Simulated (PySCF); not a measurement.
This PySCF input asks for the NMR shieldings of SMILES [SiH3][SiH2]C1=CCCC1, C$_{5}$H$_{12}$Si$_{2}$; the geometry comes from GFN2-xTB.

```python
import basis_set_exchange as bse
import numpy as np
from pyscf import gto, dft
from pyscf.prop import nmr

atoms = """
Si    3.122800    0.491072   -0.408640
Si    1.574163   -1.213359   -0.200398
C    -0.157305   -0.502268   -0.083071
C    -1.164469   -0.649700   -0.937195
C    -2.385321    0.129086   -0.550228
C    -2.077705    0.573064    0.888855
C    -0.553669    0.429220    1.035038
H     4.448735    0.001750   -0.794857
H     3.311203    1.232797    0.842877
H     2.739403    1.488243   -1.413198
H     1.584957   -2.157251   -1.326900
H     1.793973   -2.016976    1.014700
H    -1.137531   -1.239493   -1.838030
H    -3.296648   -0.467878   -0.616421
H    -2.505632    0.988097   -1.218187
H    -2.577549   -0.094184    1.592184
H    -2.416124    1.588507    1.089014
H    -0.266997    0.038579    2.012475
H    -0.046090    1.389946    0.904520
"""
names = dict.fromkeys(["Si", "C", "H"], "pcSseg-1")
basis = {el: gto.basis.parse(bse.get_basis(n, elements=[el], fmt="nwchem")) for el, n in names.items()}
mol = gto.M(atom=atoms, basis=basis, charge=0, verbose=0)
mf = dft.RKS(mol, xc="PBE0")
mf.grids.level = 2
mf.grids.alignment = dft.numint.BLKSIZE   # the property module wants whole blocks of grid points
mf.conv_tol = 1e-9
mf.kernel()

calc = nmr.RKS(mf)   # GIAO
C = mf.mo_coeff
Co = C[:, mf.mo_occ > 0]
resp = mf.gen_response(singlet=True, hermi=2)
def vind(x):   # induced exchange potential for any number of trial vectors
    d = np.einsum("pi,xij,qj->xpq", C, 2 * x.reshape(-1, C.shape[1], Co.shape[1]), Co, optimize=True)
    return np.einsum("xpq,pi,qj->xij", resp(d - d.transpose(0, 2, 1)), C, Co, optimize=True).ravel()
mo1, _ = nmr.rhf.solve_mo1(calc, with_cphf=vind)
sigma = calc.kernel(mo1)
for i, s in enumerate(sigma):   # ppm
    w = np.linalg.eigvalsh((s + s.T) / 2)
    print("%2d %-2s iso %8.1f  s11 %8.1f  s22 %8.1f  s33 %8.1f" % (i, mol.atom_pure_symbol(i), w.mean(), *w))
```

Task: What are the results?

Result: 
```
 0 Si iso    468.3  s11    454.0  s22    469.6  s33    481.4
 1 Si iso    433.2  s11    401.5  s22    424.2  s33    473.9
 2 C  iso     45.0  s11    -60.0  s22     41.7  s33    153.4
 3 C  iso     34.1  s11    -76.4  s22     50.6  s33    128.1
 4 C  iso    147.2  s11    121.6  s22    150.3  s33    169.8
 5 C  iso    160.1  s11    131.2  s22    173.4  s33    175.7
 6 C  iso    144.8  s11    117.6  s22    145.7  s33    171.0
 7 H  iso     28.4  s11     24.9  s22     25.6  s33     34.5
 8 H  iso     28.2  s11     24.7  s22     26.6  s33     33.2
 9 H  iso     28.4  s11     25.0  s22     26.8  s33     33.4
10 H  iso     27.4  s11     23.6  s22     26.2  s33     32.3
11 H  iso     27.4  s11     24.1  s22     25.7  s33     32.4
12 H  iso     25.3  s11     23.6  s22     24.1  s33     28.3
13 H  iso     29.1  s11     24.7  s22     27.2  s33     35.5
14 H  iso     29.1  s11     25.1  s22     27.0  s33     35.3
15 H  iso     29.8  s11     24.3  s22     28.4  s33     36.9
16 H  iso     29.7  s11     25.1  s22     27.7  s33     36.2
17 H  iso     29.2  s11     24.2  s22     29.4  s33     34.0
18 H  iso     29.2  s11     23.8  s22     29.7  s33     34.2
```

These numbers come from an equivalent density-fitted implementation of the same equations, which agrees with the script to about 0.01 ppm for H and up to a few tenths of a ppm for heavy atoms, so last digits may differ.

Task: Turn these shieldings into chemical shifts. References, each an isolated molecule treated in the same way: TMS for ²⁹Si (349.16 ppm), ¹³C (186.93 ppm), ¹H (31.72 ppm).

Result: Averaging equivalent atoms: Si 1: -84.0; Si 0: -119.2; C 3: 152.8; C 2: 141.9; C 6: 42.2; C 4: 39.7; C 5: 26.8; H 12: 6.38; H 10/11: 4.34; H 7/8/9: 3.42; H 13/14: 2.58; H 17/18: 2.52; H 15/16: 1.95 ppm. 

Size and cost of the density-fitted run: 193 basis functions, 32 s wall time on 1 thread of an Arm Neoverse V1, shared host; peak memory 0.79 GiB.
